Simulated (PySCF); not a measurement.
Compound: C6H14S.
Structure used (PBE0-D3(BJ)/def2-SVP), in Å, numbered top down from 1:
```xyz
21
C6H14S angstrom
C      2.582    0.877   -0.022
S      1.768   -0.001    1.328
C      0.298   -0.712    0.497
C      0.704   -1.765   -0.526
C     -0.670    0.353   -0.049
C     -1.108    1.338    1.028
C     -1.891   -0.286   -0.708
H      2.828    0.211   -0.862
H      1.987    1.728   -0.386
H      3.522    1.268    0.391
H     -0.201   -1.218    1.343
H      1.116   -1.302   -1.437
H      1.469   -2.433   -0.108
H     -0.156   -2.380   -0.831
H     -0.129    0.915   -0.834
H     -1.699    0.825    1.805
H     -0.243    1.802    1.523
H     -1.739    2.132    0.600
H     -1.630   -0.891   -1.588
H     -2.598    0.489   -1.041
H     -2.427   -0.937    0.003
```

Linear response at B3LYP/def2-SVPD (PySCF, frozen core in the response, non-relativistic).

Static isotropic polarisability: 96.66 au (14.32 Å³), principal values 87.5, 94.1, 108.4 au.

**Question.** What is the polarisability at 1064 nm and at the sodium D line?

**Answer.** 97.43 au at 1064 nm (+0.8 %), 99.24 au at 589.3 nm (+2.7 %). The rise at 589.3 nm is 3.36 times that at 1064 nm; a pure ω² law gives 3.26. The lowest singlet lies at 237 nm, shorter than both wavelengths.

**Question.** What is the isotropic C6 coefficient between two such molecules, C6 = (3/π)∫α(iω)² dω?

**Answer.** 3884 au (Eh·bohr⁶) by a ten-point quadrature over imaginary frequencies, which is 2320 eV·Å⁶ or 224 J·nm⁶/mol.

**Question.** Which effective excitation energy ω̄ makes London's formula C6 = (3/4)α²ω̄ exact here?

**Answer.** ω̄ = 4·C6/(3α²) = 0.554 Eh = 15.1 eV. A one-pole form α(ω) = α/(1 − ω²/ω̄²) fitted to the 1064 nm value gives 13.1 eV.

**Question.** How anisotropic is the static polarisability, by Δα² = ½[(α1 − α2)² + (α2 − α3)² + (α3 − α1)²]?

**Answer.** Δα = 18.5 au, or 0.19 of the isotropic value.

**Question.** What molar refraction at the D line follows from R = (4π/3)·N_A·α′, with α′ the polarisability volume?

**Answer.** α′ = 14.71 Å³ gives R = 37.10 cm³/mol, for isolated, non-vibrating species.

**Question.** The lowest 6 singlets have (eV, f): 5.22, 0.001; 5.64, 0.017; 5.93, 0.014; 6.20, 0.015; 6.40, 0.008; 6.66, 0.006. What share of the static polarisability do they carry in the sum over states α = Σ f/ω²?

**Answer.** 1.25 au, 1.3 % of α; the largest term, 0.41 au, is that of the state at 5.64 eV. Their oscillator strengths add up to 0.06. Higher states carry the rest.

**Question.** What n − 1 at the D line would an ideal gas of it have at 273.15 K and 1 atm (2.6868 × 10¹⁹ cm⁻³), by n − 1 = 2π·N·α′?

**Answer.** 24.83 × 10⁻⁴, a formal value whether or not that pressure can be reached.

**Question.** What three-body coefficient follows from the one-pole estimate C9 = (3/4)·α·C6?

**Answer.** 282000 au. This is an estimate from the two numbers above, not a computed integral.

**Question.** How many electrons N does the Slater–Kirkwood formula C6 = (3/4)·√N·α^(3/2) need to give this C6?

**Answer.** N = (4·C6/3)²/α³ = 29.7; the species has 66 electrons in all.

One conformer stands for the species.
